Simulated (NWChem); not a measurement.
System: C₄H₄F₂O; SMILES FC1=C(F)OCC1

Output (shortened):

```
             Northwest Computational Chemistry Package (NWChem) 7.3.0
             --------------------------------------------------------

 C1  symmetry detected

                             Geometry "geometry" -> ""
                             -------------------------

 Output coordinates in angstroms (scale by  1.889725989 to convert to a.u.)

  No.       Tag          Charge          X              Y              Z
 ---- ---------------- ---------- -------------- -------------- --------------
    1 F                    9.0000    -1.03417620     1.81006054    -0.03448739
    2 C                    6.0000    -0.55778786     0.57058876    -0.02081353
    3 C                    6.0000     0.72570217     0.20090166     0.01169082
    4 F                    9.0000     1.80843334     0.92890954    -0.00126446
    5 O                    8.0000     0.93609462    -1.12307161     0.08041007
    6 C                    6.0000    -0.34922268    -1.72471674    -0.14515914
    7 C                    6.0000    -1.41117251    -0.64649943     0.12723548
    8 H                    1.0000    -0.38496319    -2.04650678    -1.19949067
    9 H                    1.0000    -0.42640188    -2.60881886     0.50017167
   10 H                    1.0000    -2.23754345    -0.69790831    -0.59871100
   11 H                    1.0000    -1.85327740    -0.71456941     1.13879438

 Effective nuclear repulsion energy (a.u.)     313.1730863772

                                 NWChem DFT Module
                                 -----------------

 Summary of "ao basis" -> "ao basis" (spherical)
 ------------------------------------------------------------------------------
       Tag                 Description            Shells   Functions and Types
 ---------------- ------------------------------  ------  ---------------------
 F                          def2-svp                 6       14   3s2p1d
 C                          def2-svp                 6       14   3s2p1d
 O                          def2-svp                 6       14   3s2p1d
 H                          def2-svp                 3        5   2s1p

            General Information
            -------------------
          SCF calculation type: DFT
          Wavefunction type:  closed shell.
          No. of atoms     :    11
          No. of electrons :    54
           Alpha electrons :    27
            Beta electrons :    27
          Charge           :     0
          Spin multiplicity:     1
          Use of symmetry is: off; symmetry adaption is: off
          Maximum number of iterations: 150
          AO basis - number of functions:   118
                     number of shells:    54
          Convergence on energy requested:  1.00D-06
          Convergence on density requested:  1.00D-05
          Convergence on gradient requested:  5.00D-04

              XC Information
              --------------
                         B3LYP Method XC Potential
                     Hartree-Fock (Exact) Exchange  0.200
                        Slater Exchange Functional  0.800 local
                    Becke 1988 Exchange Functional  0.720 non-local
              Lee-Yang-Parr Correlation Functional  0.810
                  VWN I RPA Correlation Functional  0.190 local

             Grid Information
             ----------------
          Grid used for XC integration:  medium
          Radial quadrature: Mura-Knowles
          Angular quadrature: Lebedev.
          Tag              B.-S. Rad. Rad. Pts. Rad. Cut. Ang. Pts.
          ---              ---------- --------- --------- ---------
          F                   0.50       49          11.0       434
          C                   0.70       49          10.0       434
          O                   0.60       49           9.0       434
          H                   0.35       45           9.0       434
          Grid pruning is: on
          Number of quadrature shells:   523
          Spatial weights used:  Erf1

      Superposition of Atomic Density Guess
      -------------------------------------

 Sum of atomic energies:        -425.77253476

      Non-variational initial energy
      ------------------------------

 Total energy =    -429.527437
 1-e energy   =   -1207.855158
 2-e energy   =     465.154635
 HOMO         =      -0.189430
 LUMO         =       0.114140

     ---------------------------------------------
      Total Density - Mulliken Population Analysis
     ---------------------------------------------

    Atom       Charge   Shell Charges
 -----------   ------   -------------------------------------------------------
    1 F    9     9.36   1.99  1.14  0.76  3.43  2.03  0.01
    2 C    6     5.87   1.99  0.91  0.26  1.83  0.80  0.08
    3 C    6     5.24   1.99  0.87  0.16  1.59  0.52  0.11
    4 F    9     9.33   1.99  1.14  0.76  3.43  2.02  0.01
    5 O    8     8.58   1.99  1.09  0.68  2.95  1.84  0.01
    6 C    6     5.75   1.99  0.93  0.18  1.78  0.81  0.05
    7 C    6     6.18   1.99  0.97  0.15  2.03  1.01  0.03
    8 H    1     0.93   0.70  0.21  0.02
    9 H    1     0.93   0.70  0.21  0.02
   10 H    1     0.90   0.68  0.20  0.02
   11 H    1     0.91   0.68  0.21  0.02

   convergence    iter        energy       DeltaE   RMS-Dens  Diis-err
 ---------------- ----- ----------------- --------- --------- ---------
 d= 0,ls=0.0,diis     1   -429.2304184551 -7.42D+02  1.46D-02  1.14D+00
 d= 0,ls=0.0,diis     2   -429.1986125066  3.18D-02  7.74D-03  1.69D+00
 d= 0,ls=0.0,diis     3   -429.3530030032 -1.54D-01  1.77D-03  7.18D-02
 d= 0,ls=0.0,diis     4   -429.3582090996 -5.21D-03  6.05D-04  6.32D-03
 d= 0,ls=0.0,diis     5   -429.3587457051 -5.37D-04  1.40D-04  3.33D-04
  Resetting Diis
 d= 0,ls=0.0,diis     6   -429.3587773303 -3.16D-05  4.32D-05  3.65D-05
 d= 0,ls=0.0,diis     7   -429.3587814037 -4.07D-06  3.15D-05  2.93D-06
 d= 0,ls=0.0,diis     8   -429.3587804735  9.30D-07  2.14D-05  1.06D-05
 d= 0,ls=0.0,diis     9   -429.3587817504 -1.28D-06  1.44D-06  4.21D-08
 d= 0,ls=0.0,diis    10   -429.3587817545 -4.10D-09  3.50D-07  3.64D-09

         Total DFT energy =     -429.358781754509
      One electron energy =    -1211.085633863309
           Coulomb energy =      521.290246097995
    Exchange-Corr. energy =      -52.736480366373
 Nuclear repulsion energy =      313.173086377177

 Numeric. integr. density =       54.000001474482

                       DFT Final Molecular Orbital Analysis
                       ------------------------------------

 Vector   25  Occ=2.000000D+00  E=-3.546092D-01
              MO Center= -3.5D-01, -1.7D-01,  2.9D-02, r^2= 3.5D+00
   Bfn.  Coefficient  Atom+Function         Bfn.  Coefficient  Atom+Function
  ----- ------------  ---------------      ----- ------------  ---------------
     4      0.315998   1 F  px               89     -0.310031   7 C  py
    18      0.222616   2 C  px                7     -0.221196   1 F  px
    60      0.213204   5 O  px               61     -0.186771   5 O  py
    75      0.181540   6 C  py               74     -0.167076   6 C  px
    33      0.163038   3 C  py               63      0.160606   5 O  px

 Vector   26  Occ=2.000000D+00  E=-3.477534D-01
              MO Center=  3.6D-01, -8.5D-01, -8.8D-02, r^2= 3.0D+00
   Bfn.  Coefficient  Atom+Function         Bfn.  Coefficient  Atom+Function
  ----- ------------  ---------------      ----- ------------  ---------------
    62      0.384838   5 O  pz               65      0.270594   5 O  pz
    76     -0.253424   6 C  pz               99      0.253367   8 H  s
    48      0.247814   4 F  pz               34      0.214001   3 C  pz
   104     -0.187870   9 H  s                51     -0.183636   4 F  pz
     6      0.143674   1 F  pz              100      0.141078   8 H  s

 Vector   27  Occ=2.000000D+00  E=-2.168375D-01
              MO Center= -3.6D-02,  1.1D-01,  8.1D-04, r^2= 2.6D+00
   Bfn.  Coefficient  Atom+Function         Bfn.  Coefficient  Atom+Function
  ----- ------------  ---------------      ----- ------------  ---------------
    20      0.411165   2 C  pz               62     -0.330247   5 O  pz
    34      0.318002   3 C  pz               65     -0.275284   5 O  pz
    23      0.273296   2 C  pz                6      0.235984   1 F  pz
     9     -0.195776   1 F  pz               37      0.172678   3 C  pz
    87      0.169302   7 C  s                48      0.165184   4 F  pz

 Vector   28  Occ=0.000000D+00  E= 3.544372D-02
              MO Center= -1.6D-01, -6.5D-02,  9.5D-02, r^2= 3.5D+00
   Bfn.  Coefficient  Atom+Function         Bfn.  Coefficient  Atom+Function
  ----- ------------  ---------------      ----- ------------  ---------------
   115      0.653781  11 H  s                37      0.527444   3 C  pz
    34      0.507216   3 C  pz               23     -0.424196   2 C  pz
    20     -0.396532   2 C  pz              105      0.362287   9 H  s
   110     -0.337866  10 H  s                93     -0.321249   7 C  pz
   100     -0.285049   8 H  s                87     -0.254334   7 C  s

 Vector   29  Occ=0.000000D+00  E= 5.100381D-02
              MO Center= -1.2D+00, -1.6D+00, -3.2D-01, r^2= 5.2D+00
   Bfn.  Coefficient  Atom+Function         Bfn.  Coefficient  Atom+Function
  ----- ------------  ---------------      ----- ------------  ---------------
    73      1.436661   6 C  s                87      1.398379   7 C  s
   100     -1.085462   8 H  s               110     -1.075473  10 H  s
   105     -0.936862   9 H  s               115     -0.765294  11 H  s
    91     -0.469515   7 C  px               78     -0.460433   6 C  py
    31     -0.252977   3 C  s                79     -0.236406   6 C  pz

 Vector   30  Occ=0.000000D+00  E= 8.582696D-02
              MO Center= -4.3D-01, -3.0D-01,  8.1D-02, r^2= 5.3D+00
   Bfn.  Coefficient  Atom+Function         Bfn.  Coefficient  Atom+Function
  ----- ------------  ---------------      ----- ------------  ---------------
    73      1.423746   6 C  s                87     -1.323194   7 C  s
   105     -0.924326   9 H  s               110      0.671681  10 H  s
    17      0.473250   2 C  s                92      0.452939   7 C  py
     3     -0.436109   1 F  s                22      0.435005   2 C  py
    79      0.431234   6 C  pz              115      0.419770  11 H  s

     ---------------------------------------------
      Total Density - Mulliken Population Analysis
     ---------------------------------------------

    Atom       Charge   Shell Charges
 -----------   ------   -------------------------------------------------------
    1 F    9     9.18   1.99  1.14  0.76  3.36  1.93  0.01
    2 C    6     6.00   1.99  0.89  0.21  2.10  0.73  0.08
    3 C    6     5.70   1.99  0.91  0.10  2.04  0.55  0.13
    4 F    9     9.14   1.99  1.14  0.75  3.36  1.89  0.01
    5 O    8     8.31   1.99  1.09  0.67  2.89  1.65  0.02
    6 C    6     5.80   1.99  0.94  0.07  2.06  0.68  0.06
    7 C    6     5.97   1.98  0.93  0.05  2.15  0.83  0.04
    8 H    1     0.97   0.76  0.20  0.02
    9 H    1     0.97   0.76  0.20  0.02
   10 H    1     0.97   0.75  0.20  0.02
   11 H    1     0.97   0.75  0.20  0.02

     -------------------------------------------
      Total Density - Lowdin Population Analysis
     -------------------------------------------

    Atom       Charge   Shell Charges
 -----------   ------   -------------------------------------------------------
    1 F    9     9.06   1.98  1.01  0.73  3.22  2.10  0.01
    2 C    6     6.05   1.96  0.60  0.28  1.94  1.08  0.19
    3 C    6     5.94   1.96  0.60  0.27  1.85  0.98  0.28
    4 F    9     9.01   1.98  1.01  0.72  3.22  2.07  0.01
    5 O    8     8.11   1.97  0.91  0.57  2.76  1.87  0.03
    6 C    6     5.89   1.96  0.59  0.29  1.85  1.05  0.13
    7 C    6     6.04   1.96  0.59  0.29  1.94  1.17  0.09
    8 H    1     0.98   0.65  0.26  0.06
    9 H    1     0.97   0.65  0.26  0.06
   10 H    1     0.97   0.64  0.26  0.07
   11 H    1     0.97   0.64  0.26  0.07

     Multipole analysis of the density
     ---------------------------------

     L   x y z        total         alpha         beta         nuclear
     -   - - -        -----         -----         ----         -------
     0   0 0 0     -0.000000    -27.000000    -27.000000     54.000000

     1   1 0 0     -0.674633     -0.337317     -0.337317     -0.000000
     1   0 1 0     -0.792747     -0.396374     -0.396374      0.000000
     1   0 0 1     -0.045235     -0.022618     -0.022618      0.000000

     2   2 0 0    -29.869837   -144.471373   -144.471373    259.072909
     2   1 1 0      2.357760     -3.642456     -3.642456      9.642672
     2   1 0 1     -0.102174      0.435251      0.435251     -0.972677
     2   0 2 0    -28.853178   -160.636877   -160.636877    292.420576
     2   0 1 1      0.310891     -0.577707     -0.577707      1.466306
     2   0 0 2    -28.000059    -20.488085    -20.488085     12.976111
```

Level: B3LYP/def2-SVP. All runs use the structure optimised with PBE0/def2-SVP.

Reconstruct the input file.

One answer among several that fit: the input that was run:
```
start job
memory heap 200 mb stack 900 mb global 1100 mb
geometry units angstroms noautoz
  F     -1.115631     1.753985    -0.087690
  C     -0.585749     0.537187    -0.042404
  C      0.712057     0.225059     0.015453
  F      1.761988     0.999629     0.002951
  O      0.979106    -1.086777     0.113757
  C     -0.275184    -1.748702    -0.117567
  C     -1.387193    -0.713165     0.118204
  H     -0.281179    -2.092263    -1.165599
  H     -0.323187    -2.622585     0.544301
  H     -2.199669    -0.815053    -0.618024
  H     -1.840850    -0.780880     1.124659
end
basis spherical
  * library def2-svp
end
dft
  xc b3lyp
  iterations 150
  mulliken
end
task dft energy
```
